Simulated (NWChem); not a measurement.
The numbers come from NWChem runs, not from measurements. System: C2H5O, charge 0, spin multiplicity 2, at a geometry optimised with UPBE0/def2-SVP. The structure started from a generated list of species. Its SCF solution wasn't tested for a lower state. Level: UBP86/def2-TZVP.

Job file:

```
start mol
memory heap 200 mb stack 900 mb global 1100 mb
geometry units angstroms nocenter noautoz noautosym
  C      1.235298     0.240446     0.052722
  C     -0.044564    -0.498593     0.169144
  O     -1.157513     0.234409    -0.271754
  H      1.374451     0.932272    -0.783177
  H      2.105115    -0.037489     0.653250
  H     -0.019603    -1.411679    -0.460869
  H     -0.172799    -0.869350     1.209023
  H     -1.171464     1.059853     0.224608
end
basis spherical
  * library def2-tzvp
end
dft
  xc becke88 perdew86
  odft
  mult 2
  semidirect memsize 60000000 filesize 0
  iterations 100
end
task dft energy
```

Output (cleaned and shortened):

```
             Northwest Computational Chemistry Package (NWChem) 7.3.0
             --------------------------------------------------------

                                NWChem Input Module
                                -------------------

 Scaling coordinates for geometry "geometry" by  1.889725989
 (inverse scale =  0.529177249)

                             Geometry "geometry" -> ""
                             -------------------------

 Output coordinates in angstroms (scale by  1.889725989 to convert to a.u.)

  No.       Tag          Charge          X              Y              Z
 ---- ---------------- ---------- -------------- -------------- --------------
    1 C                    6.0000     1.23529800     0.24044600     0.05272200
    2 C                    6.0000    -0.04456400    -0.49859300     0.16914400
    3 O                    8.0000    -1.15751300     0.23440900    -0.27175400
    4 H                    1.0000     1.37445100     0.93227200    -0.78317700
    5 H                    1.0000     2.10511500    -0.03748900     0.65325000
    6 H                    1.0000    -0.01960300    -1.41167900    -0.46086900
    7 H                    1.0000    -0.17279900    -0.86935000     1.20902300
    8 H                    1.0000    -1.17146400     1.05985300     0.22460800

 Effective nuclear repulsion energy (a.u.)      75.1497546529

            Nuclear Dipole moment (a.u.)
            ----------------------------
        X                 Y               Z
 ---------------- ---------------- ----------------
     0.0000000000    -0.0000056692    -0.0000018897


 Summary of "ao basis" -> "" (spherical)
 ------------------------------------------------------------------------------
       Tag                 Description            Shells   Functions and Types
 ---------------- ------------------------------  ------  ---------------------
 *                         def2-tzvp                  on all atoms

  perdew86 is a nonlocal functional; adding perdew81 local functional.

                                 NWChem DFT Module
                                 -----------------

 Summary of "ao basis" -> "ao basis" (spherical)
 ------------------------------------------------------------------------------
       Tag                 Description            Shells   Functions and Types
 ---------------- ------------------------------  ------  ---------------------
 C                         def2-tzvp                11       31   5s3p2d1f
 O                         def2-tzvp                11       31   5s3p2d1f
 H                         def2-tzvp                 4        6   3s1p

 Summary of "ao basis" -> "ao basis" (spherical)
 ------------------------------------------------------------------------------
       Tag                 Description            Shells   Functions and Types
 ---------------- ------------------------------  ------  ---------------------
 C                         def2-tzvp                11       31   5s3p2d1f
 O                         def2-tzvp                11       31   5s3p2d1f
 H                         def2-tzvp                 4        6   3s1p

            General Information
            -------------------
          SCF calculation type: DFT
          Wavefunction type:  spin polarized.
          No. of atoms     :     8
          No. of electrons :    25
           Alpha electrons :    13
            Beta electrons :    12
          Charge           :     0
          Spin multiplicity:     2
[...]
    72     -0.150893  3 O  py                75     -0.122979  3 O  py

 Vector   13  Occ=0.000000D+00  E=-1.080747D-01
              MO Center=  1.0D+00,  2.1D-01,  9.6D-02, r^2= 2.1D+00
   Bfn.  Coefficient  Atom+Function         Bfn.  Coefficient  Atom+Function
  ----- ------------  ---------------      ----- ------------  ---------------
    13      0.306411  1 C  py                14      0.295213  1 C  pz
     7      0.264332  1 C  py                 8      0.241173  1 C  pz
    10      0.230331  1 C  py               108      0.210655  6 H  s
    11      0.200181  1 C  pz                 5      0.148077  1 C  s
    12     -0.134824  1 C  px               120      0.133040  8 H  s

 Vector   14  Occ=0.000000D+00  E= 2.415012D-02
              MO Center= -6.6D-01,  5.9D-01,  5.3D-01, r^2= 4.7D+00
   Bfn.  Coefficient  Atom+Function         Bfn.  Coefficient  Atom+Function
  ----- ------------  ---------------      ----- ------------  ---------------
    36      2.434404  2 C  s                114     -1.305222  7 H  s
   120     -1.213144  8 H  s                 67      0.700322  3 O  s
   108     -0.659831  6 H  s                  5     -0.513336  1 C  s
    13      0.429889  1 C  py                43      0.385460  2 C  px
    45      0.386028  2 C  pz               102     -0.360799  5 H  s

 Vector   15  Occ=0.000000D+00  E= 5.584789D-02
              MO Center=  1.8D-01, -5.8D-01,  4.5D-01, r^2= 6.2D+00
   Bfn.  Coefficient  Atom+Function         Bfn.  Coefficient  Atom+Function
  ----- ------------  ---------------      ----- ------------  ---------------
    36      2.884218  2 C  s                108     -1.679725  6 H  s
   114     -1.359804  7 H  s                102     -1.165685  5 H  s
    67     -0.899372  3 O  s                120      0.773402  8 H  s
    12      0.674423  1 C  px                44     -0.392488  2 C  py
    96     -0.356716  4 H  s                  5      0.255536  1 C  s

   alpha - beta orbital overlaps
   -----------------------------

   alpha      1      2      3      4      5      6      7      8      9     10
    beta      1      2      3      4      5      6      7      8      9     10
 overlap   1.000  1.000  1.000  1.000  0.993  0.992  0.999  0.998  0.996  0.999

   alpha     11     12     13     14     15     16     17     18     19     20
    beta     11     12     13     14     15     16     17     18     19     20
 overlap   0.997  0.991  0.981  0.996  0.990  0.985  0.993  0.998  0.998  0.996

   alpha     21     22     23     24     25     26     27     28     29     30
    beta     21     22     23     24     25     26     27     28     29     30
 overlap   0.998  0.872  0.818  0.884  0.928  0.992  0.984  0.999  0.975  0.984

   alpha     31     32     33     34     35     36     37     38     39     40
    beta     31     32     33     34     35     36     37     38     39     40
 overlap   0.995  0.999  0.995  0.996  0.998  0.981  0.980  0.998  0.993  0.992

   alpha     41     42     43     44     45     46     47     48     49     50
    beta     41     42     43     44     45     46     47     48     49     50
 overlap   0.961  0.970  0.992  0.935  0.788  0.695  0.847  0.998  0.987  0.717

   alpha     51     52     53     54     55     56     57     58     59     60
    beta     50     51     53     54     55     56     57     58     59     60
 overlap   0.682  0.800  0.974  0.865  0.864  0.999  0.997  0.999  0.878  0.874

   alpha     61     62     63     64     65     66     67     68     69     70
    beta     61     62     63     64     65     66     67     68     69     70
 overlap   0.997  0.998  0.997  0.946  0.941  0.994  0.997  0.813  0.815  0.998

   alpha     71     72     73     74     75     76     77     78     79     80
    beta     71     72     73     74     75     76     77     78     79     80
 overlap   0.998  0.999  0.996  0.998  0.998  0.988  0.979  0.976  0.961  0.999

   alpha     81     82     83     84     85     86     87     88     89     90
    beta     81     82     83     85     84     86     87     88     89     90
 overlap   0.988  0.984  0.970  0.739  0.759  0.956  0.898  0.910  0.961  0.987

   alpha     91     92     93     94     95     96     97     98     99    100
    beta     91     92     93     94     95     96     97     98     99    100
 overlap   0.963  0.968  0.966  0.968  0.963  0.966  0.995  0.997  0.994  0.996

   alpha    101    102    103    104    105    106    107    108    109    110
    beta    101    102    103    104    105    106    107    108    109    110
 overlap   0.997  0.980  0.981  0.998  0.999  0.999  0.999  0.999  1.000  1.000

   alpha    111    112    113    114    115    116    117    118    119    120
    beta    111    112    113    114    115    116    117    118    119    120
 overlap   1.000  1.000  1.000  1.000  1.000  1.000  1.000  1.000  1.000  1.000

   alpha    121    122    123
    beta    121    122    123
 overlap   1.000  1.000  1.000

     --------------------------
     Expectation value of S2:
     --------------------------
      <S2> =      0.7535 (Exact =     0.7500)

 center of mass
 --------------
 x =  -0.08783744 y =   0.01353867 z =  -0.03503248

 moments of inertia (a.u.)
 ------------------
          48.787045909756           1.264795180782         -19.705306075967
           1.264795180782         184.913292862079           9.988336878404
         -19.705306075967           9.988336878404         202.783894964989

     Multipole analysis of the density
     ---------------------------------

     L   x y z        total         alpha         beta         nuclear
     -   - - -        -----         -----         ----         -------
     0   0 0 0     -0.000000    -13.000000    -12.000000     25.000000

     1   1 0 0      0.350819     -0.841436      1.192255      0.000000
     1   0 1 0      0.118100     -0.135001      0.253107     -0.000006
     1   0 0 1      0.381973      0.100859      0.281115     -0.000002

     2   2 0 0    -15.769954    -60.147326    -54.218178     98.595549
     2   1 1 0     -1.030318     -0.856226      0.241728     -0.415819
     2   1 0 1     -0.978232     -5.384109     -5.227899      9.633776
     2   0 2 0    -13.224145    -20.411577    -17.883111     25.070543
     2   0 1 1      0.115909      2.887918      3.858005     -6.630014
     2   0 0 2    -14.739136    -14.489376    -12.904987     12.655227

 Task  times  cpu:       26.1s     wall:       26.1s

 Total times  cpu:       26.1s     wall:       26.1s
```
